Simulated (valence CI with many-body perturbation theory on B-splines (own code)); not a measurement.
# Level structure of Gd XVI

Calculated by configuration interaction combined with many-body perturbation theory (CI+MBPT): three valence electrons over a frozen Dirac-Fock core [Kr] 4d10, a basis of 8 s, 8 p, 9 d, 9 f, 6 g, 3 h, 2 i functions for each j, with the one-electron correlation potential Σ1, the two-electron term Σ2, the three-electron term Σ3, Breit, model QED; selected CI, second order for the rest (own B-spline code, finite nucleus).

No measured levels were compared; by estimate terms of the open shell hold to a few per cent of their energy, and close levels can change places; configurations with another count of f electrons can be misplaced by thousands of cm⁻¹. Core correlation moves these levels by up to 36000 cm⁻¹, and in measured spectra 5 to 20 % of such shifts remained as error; rates that hang on mixing are uncertain with them.

Levels 1 to 45 of 62, with energies above the lowest level, 4f3 4I°_9/2. "Leading %" is the weight of the configuration and term that name the level; weights of strongly mixed levels are sums over their largest components and can fall short.

```tsv
No.	Configuration	Term	J	E (eV)	Leading %	g	Second component
1	4f3	4I°	9/2	0.0000	94	0.736	6 % 4f3 2H°
2	4f3	4I°	11/2	0.6156	98	0.966	
3	4f3	4I°	13/2	1.237	99	1.105	
4	4f3	4I°	15/2	1.853	97	1.195	
5	4f3	4F°	3/2	2.694	88	0.459	10 % 4f3 2D°
6	4f3	2H°	9/2	2.856	60	0.994	24 % 4f3 2G°
7	4f3	4F°	5/2	3.060	96	1.033	
8	4f3	4F°	7/2	3.324	82	1.177	16 % 4f3 2G°
9	4f3	4S°	3/2	3.331	88	1.903	9 % 4f3 2P°
10	4f3	4F°	9/2	3.718	72	1.226	21 % 4f3 2H°
11	4f3	2H°	11/2	3.892	91	1.099	7 % 4f3 4G°
12	4f3	4G°	5/2	4.089	97	0.578	
13	4f3	2G°	7/2	4.116	52	0.968	34 % 4f3 4G°
14	4f3	2K°	13/2	4.493	97	0.936	
15	4f3	4G°	7/2	4.670	65	0.963	31 % 4f3 2G°
16	4f3	4G°	9/2	4.855	76	1.149	11 % 4f3 2G°
17	4f3	2D°	3/2	4.994	46	1.067	36 % 4f3 2P°
18	4f3	2K°	15/2	5.091	88	1.058	9 % 4f3 2L°
19	4f3	2G°	9/2	5.308	59	1.137	20 % 4f3 4G°
20	4f3	4G°	11/2	5.434	89	1.251	11 % 4f3 2H°
21	4f3	2P°	1/2	5.510	90	0.597	10 % 4f3 4D°
22	4f3	2D°	5/2	5.717	96	1.192	
23	4f3	2P°	3/2	6.490	51	1.095	44 % 4f3 2D°
24	4f3	4D°	3/2	6.698	74	1.099	25 % 4f3 2D°
25	4f3	4D°	5/2	6.699	69	1.300	26 % 4f3 2D°
26	4f3	2I°	11/2	6.765	80	0.959	18 % 4f3 2H°
27	4f3	4D°	1/2	6.972	90	0.063	10 % 4f3 2P°
28	4f3	2L°	15/2	7.029	91	0.951	9 % 4f3 2K°
29	4f2 5s	4H	7/2	7.213	96	0.673	
30	4f3	2I°	13/2	7.222	98	1.073	
31	4f3	2L°	17/2	7.428	100	1.057	
32	4f3	4D°	7/2	7.454	97	1.420	
33	4f2 5s	4H	9/2	7.576	88	0.969	8 % 4f2 5s 2H
34	4f3	2H°	9/2	7.709	97	0.914	
35	4f3	2D°	3/2	8.079	75	0.903	23 % 4f3 4D°
36	4f2 5s	4H	11/2	8.199	96	1.130	
37	4f3	2H°	11/2	8.204	78	1.062	19 % 4f3 2I°
38	4f3	2D°	5/2	8.278	40	1.137	30 % 4f3 2F°
39	4f2 5s	4F	3/2	8.499	96	0.412	
40	4f2 5s	4F	5/2	8.751	93	1.026	
41	4f2 5s	4H	13/2	8.875	99	1.229	
42	4f2 5s	2H	9/2	8.988	63	0.992	15 % 4f2 5s 2G
43	4f2 5s	4F	7/2	9.128	94	1.217	5 % 4f2 5s 2G
44	4f3	2F°	5/2	9.276	62	0.980	34 % 4f3 2D°
45	4f2 5s	4F	9/2	9.371	61	1.196	25 % 4f2 5s 2H
```

Names give the largest LS component (configuration and term), which can be under half, so a name can repeat, a term be missing and a line seem to break the LS rules; names also repeat where a configuration has a term twice.

Where two levels of one J and parity lie close, their mixing, g and order are uncertain.

The ionisation energy to 4f2 3H_4 of the next ion comes out as 316.24 eV (NIST: 319 ± 16 eV (theoretical)). All 62 levels together are meant to be complete up to 14.691 eV.
